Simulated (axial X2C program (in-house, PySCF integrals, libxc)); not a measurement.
## ScTe⁻ at several levels of theory

All values were computed with an axial X2C code built on PySCF integrals. Spin-free means the one-electron spin-free X2C Hamiltonian; two-component (2c) means X2C with spin–orbit coupling and atomic mean-field two-electron Coulomb and Gaunt terms, so the difference of the two also holds small scalar two-electron terms. Basis: Te dyall-acv3z [12s13p9d5f1g], Sc dyall-acv3z [11s12p8d5f2g] (cores contracted in-house); Gaussian nuclei, density fitting, unrestricted open shells. Masses: Te 129.906 u, Sc 44.956 u.

The run was started with this input:
```json
{"zs": [52, 21], "q": -1, "bas": ["dyall-acv3z", "dyall-acv3z"], "levels": ["PBE0", "HF", "BLYP"], "cc": true, "r0": 2.44, "thr": -1.0, "nmax": 90, "npts": 10, "nst": 2, "ntry": 6}
```
```bash
python so2c.py task.json out
```

Keys: zs atomic numbers; q charge; bas basis sets; levels methods; cc coupled cluster on or off; r0 starting distance in Å; thr threshold in hartree for freezing inner shells (an s shell follows its p shell); nmax most natural virtual spinors; npts points on the curve; nst determinants followed; ntry starts of the search. HF also brings MP2.

State, spin-free: M_S = 0, Λ = 0 (closed shell); electrons by block: σα: 17, σβ: 17, π+α: 8, π+β: 8, π-α: 8, π-β: 8, δ+α: 2, δ+β: 2, δ-α: 2, δ-β: 2. Fragments: Te- + Sc.

State, 2c: Ω = 0 (closed shell); electrons by block: 1/2: 25, -1/2: 25, 3/2: 10, -3/2: 10, 5/2: 2, -5/2: 2. Fragments: Te- + Sc.

```json
{"Hamiltonian": "spin-free", "level": "PBE0", "Re (Å)": "2.542", "ωe (cm⁻¹)": "322.0", "ωexe (cm⁻¹)": "0.698", "Be (cm⁻¹)": "0.07812", "De (eV)": "3.08", "D0 (eV)": "3.06", "k (mdyn/Å)": "2.04", "μ (D)": "-2.56"}
{"Hamiltonian": "spin-free", "level": "HF", "Re (Å)": "2.610", "ωe (cm⁻¹)": "316.1", "ωexe (cm⁻¹)": "0.591", "Be (cm⁻¹)": "0.07411", "De (eV)": "1.30", "D0 (eV)": "1.29", "k (mdyn/Å)": "1.97", "μ (D)": "-1.44"}
{"Hamiltonian": "spin-free", "level": "MP2", "Re (Å)": "2.581", "ωe (cm⁻¹)": "321.0", "ωexe (cm⁻¹)": "0.612", "Be (cm⁻¹)": "0.07578", "De (eV)": "3.00", "D0 (eV)": "2.98", "k (mdyn/Å)": "2.03", "μ (D)": "n/a"}
{"Hamiltonian": "spin-free", "level": "CCSD", "Re (Å)": "2.597", "ωe (cm⁻¹)": "315.9", "ωexe (cm⁻¹)": "0.621", "Be (cm⁻¹)": "0.07485", "De (eV)": "2.80", "D0 (eV)": "2.78", "k (mdyn/Å)": "1.96", "μ (D)": "n/a"}
{"Hamiltonian": "spin-free", "level": "CCSD(T)", "Re (Å)": "2.599", "ωe (cm⁻¹)": "311.8", "ωexe (cm⁻¹)": "0.654", "Be (cm⁻¹)": "0.07471", "De (eV)": "3.10", "D0 (eV)": "3.09", "k (mdyn/Å)": "1.91", "μ (D)": "n/a"}
{"Hamiltonian": "spin-free", "level": "BLYP", "Re (Å)": "2.580", "ωe (cm⁻¹)": "294.6", "ωexe (cm⁻¹)": "0.779", "Be (cm⁻¹)": "0.07585", "De (eV)": "3.21", "D0 (eV)": "3.19", "k (mdyn/Å)": "1.71", "μ (D)": "-2.93"}
{"Hamiltonian": "2c", "level": "PBE0", "Re (Å)": "2.544", "ωe (cm⁻¹)": "319.7", "ωexe (cm⁻¹)": "0.713", "Be (cm⁻¹)": "0.07801", "De (eV)": "2.93", "D0 (eV)": "2.91", "k (mdyn/Å)": "2.01", "μ (D)": "-2.61"}
{"Hamiltonian": "2c", "level": "HF", "Re (Å)": "2.611", "ωe (cm⁻¹)": "314.6", "ωexe (cm⁻¹)": "0.595", "Be (cm⁻¹)": "0.07403", "De (eV)": "1.10", "D0 (eV)": "1.08", "k (mdyn/Å)": "1.95", "μ (D)": "-1.48"}
{"Hamiltonian": "2c", "level": "MP2", "Re (Å)": "2.582", "ωe (cm⁻¹)": "319.6", "ωexe (cm⁻¹)": "0.617", "Be (cm⁻¹)": "0.07571", "De (eV)": "2.81", "D0 (eV)": "2.79", "k (mdyn/Å)": "2.01", "μ (D)": "n/a"}
{"Hamiltonian": "2c", "level": "CCSD", "Re (Å)": "2.598", "ωe (cm⁻¹)": "314.5", "ωexe (cm⁻¹)": "0.607", "Be (cm⁻¹)": "0.07477", "De (eV)": "2.60", "D0 (eV)": "2.58", "k (mdyn/Å)": "1.95", "μ (D)": "n/a"}
{"Hamiltonian": "2c", "level": "CCSD(T)", "Re (Å)": "2.601", "ωe (cm⁻¹)": "310.1", "ωexe (cm⁻¹)": "0.636", "Be (cm⁻¹)": "0.07462", "De (eV)": "2.91", "D0 (eV)": "2.89", "k (mdyn/Å)": "1.89", "μ (D)": "n/a"}
{"Hamiltonian": "2c", "level": "BLYP", "Re (Å)": "2.582", "ωe (cm⁻¹)": "292.1", "ωexe (cm⁻¹)": "0.795", "Be (cm⁻¹)": "0.07571", "De (eV)": "3.02", "D0 (eV)": "3.00", "k (mdyn/Å)": "1.68", "μ (D)": "-2.97"}
```

Correlated methods: 10 electrons correlated (number of frozen shells: Te 4 s, 3 p, 2 d; Sc 3 s, 2 p), 400 virtual spin orbitals or spinors in MP2, 90 natural virtuals in coupled cluster.

Dipoles are positive if Sc is the positive end and refer to the centre of mass.

Occupations by symmetry block were frozen at the best pattern of an incomplete PBE0 search. The closed shell is kept restricted, so the energy runs too high when the bond is stretched far. De is counted from the lowest determinant-based energies of the atoms at the same level, without counterpoise correction. CCSD and (T) use frozen natural virtuals with an MP2 correction for the truncation; (T) itself is uncorrected, so its De runs slightly low. The 2c atoms are single determinants rather than J levels; their spin–orbit lowering is only partly caught, and De is too large by that part. This holds for PBE0, BLYP. PBE0 can misorder states that lie within some tenths of an eV, so this need not be the ground state of the molecule. The nearest other spin-free determinant of the search, M_S = 1, Λ = 0, lies 0.46 eV up at the distance of the search. The functionals have no current-density term, which raises determinants with orbital currents, atoms included. The outer-core s and p shells of the metal are frozen in the correlated rows, which leaves out core–valence correlation; for alkali and alkaline-earth bonds that tends to lengthen them. The highest occupied level of some functionals is positive through self-interaction error; at Hartree–Fock it is bound. The T1 diagnostic is large, a sign of multireference character. With the outer-core shells frozen, correlated bond lengths of heavy atoms tend to come out a few hundredths of an ångström too long. Hartree–Fock gets electron affinities wrong, so its lowest charge split need not be the true one.

Rough cost a point (2c) on 1 thread(s) of a shared host, integrals apart: PBE0 1.4 s, HF 1.2 s, CCSD(T) 6 s, BLYP 1 s.

The whole task took 4.7 min on 1 thread of Arm Neoverse V1 (shared host).
